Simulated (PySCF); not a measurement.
A small calculation by hand: dipole moment from atomic charges

C3H3F3, SMILES F[C@H]1CC1(F)F. Atoms are numbered in the order given.

```xyz
9

F      1.6980    -0.0817    -0.8734
C      0.9545     0.2128     0.2102
C     -0.0893     1.3089     0.0814
C     -0.4886    -0.1159     0.1867
F     -0.9958    -0.7266    -0.8823
F     -1.0710    -0.5558     1.3062
H      1.4976     0.1133     1.1566
H     -0.2523     1.9750     0.9321
H     -0.1859     1.7533    -0.9131
```
Charge 0, spin multiplicity 1.

Geometry optimised at PBE0-D3(BJ)/def2-SVP. The structure was generated by enumeration; whether it is a known compound was not checked.

Charges (e) from PBE/def2-TZVP run with PySCF:

| atom | ESP fit | IAO |
|---|---|---|
| F1 | -0.147 | -0.275 |
| C2 | 0.011 | 0.113 |
| C3 | -0.423 | -0.367 |
| C4 | 0.363 | 0.533 |
| F5 | -0.150 | -0.258 |
| F6 | -0.180 | -0.268 |
| H7 | 0.140 | 0.159 |
| H8 | 0.181 | 0.178 |
| H9 | 0.206 | 0.185 |

The dipole moment of the full density is 2.01 D.

Task: What dipole moment does each set of point charges give, and which comes closer to that of the density?

Result: 
μ = Σ q r, and 1 e Å = 4.8032 D.
ESP fit: Σ q r = (0.089, 0.362, 0.204) e Å, |μ| = 2.04 D.
IAO: Σ q r = (0.116, 0.535, 0.392) e Å, |μ| = 3.23 D.
ESP fit comes closer in size. Point charges leave out the atoms' own dipoles (lone pairs, polarised bonds); fits to the potential absorb them, partitions of the density don't.
